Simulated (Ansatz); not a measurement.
Frontier orbitals of CH9Al2NSi.

```csv
atom,x (Å),y (Å),z (Å)
N1,0.8059,0.1632,-1.2017
Si2,0.7867,1.6485,-0.1412
C3,-0.7202,1.2644,0.8193
Al4,-0.9560,-0.4528,-0.2515
Al5,-0.4537,-2.7268,0.8865
H6,0.6896,0.3311,-2.1942
H7,1.6054,-0.4485,-1.0870
H8,0.7395,2.8077,-1.0702
H9,2.0840,1.6360,0.5856
H10,-0.5450,1.1345,1.8877
H11,-1.5349,1.9759,0.6749
H12,-2.0262,-0.3400,-1.4408
H13,0.9835,-3.4328,0.7203
H14,-1.4584,-3.5604,1.8123
```

The species carries charge 0 and has multiplicity 1. The bonds changed during the relaxation, so this is another structure than the one it started from. The structure was optimised at the PBE0-D4/def2-TZVP level. It is one conformer, not always the lowest. Basis def2-TZVPP, Ansatz.

Orbital energies of one run (eV). Highest occupied ones, from the top: -8.59, -10.02, -10.71, -11.86, -12.35, -12.63, -13.58, -14.34, -14.49, -16.24, -17.97, -18.45, -22.50, -28.38. Empty: 0.28, 1.30, 2.60, 2.85, 2.99, 3.34.

Q: Which functional gave them?
A. PBE
B. LC-ωPBE
C. HSE06 (plane-wave form)
D. BLYP

A: B. HOMO energies: LC-ωPBE -8.59, PBE -5.15, BLYP -5.00, HSE06 -5.74 eV.

LC-ωPBE has ω = 0.4 bohr⁻¹.
